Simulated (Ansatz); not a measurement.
Consider the germylene formation by 1,1-elimination: `[SiH3][O][GeH2][SH]` → silanol + `[SH][GeH]`.

Calculated with Ansatz (gas phase, PBE0-D4/def2-TZVP geometries, no zero-point term in ΔE). CCSD(T)/CBS adds triple-zeta CCSD(T) − MP2 to the extrapolated MP2 energy (def2 sets, frozen cores). Functionals use def2-TZVPP. B3LYP here is the variant with VWN-RPA as its local correlation; programs differ in this. For Ge outer-core shells are correlated without core-valence functions, which leaves a few kJ/mol of doubt a bond. Scalar relativity is left out up to krypton. One conformer a species, not always the lowest.

```
             level  ΔE (kJ/mol)  difference from CCSD(T)/CBS
            PBE-D4        128.6                        -17.7
         r2SCAN-D4        152.2                          5.9
           ωB97X-V        158.9                         12.6
           ωB97M-V        140.7                         -5.6
            B2PLYP        136.6                         -9.7
               PBE        118.0                        -28.3
            r2SCAN        149.3                          3.0
              PBE0        136.5                         -9.8
             B3LYP        112.7                        -33.6
    MP2/def2-TZVPP        170.5                         24.2
CCSD(T)/def2-TZVPP        156.9                         10.6
     HF/def2-QZVPP        144.1                         -2.2
    MP2/def2-QZVPP        164.5                         18.2
SCS-MP2/def2-QZVPP        157.6                         11.3
      HF/CBS(def2)        144.1                         -2.2
    CCSD/CBS(def2)        144.7                         -1.6
       CCSD(T)/CBS        146.3                            0
```

Largest T1 diagnostic among the species: 0.015.

The D4 term adds +16.8 kJ/mol with B3LYP and +9.5 kJ/mol with PBE0; it sums over pairs of atoms, weighted by their polarisabilities, and B3LYP, whose exchange is more repulsive, gets the larger term. From PBE to PBE0 (25 % exact exchange), in def2-TZVPP and without D4, ΔE moves by +18.5 kJ/mol. In def2-TZVPP, CCSD(T) changes the Hartree–Fock value by +13.2 kJ/mol (the triples alone add +1.5 kJ/mol) and MP2 by +26.8 kJ/mol.
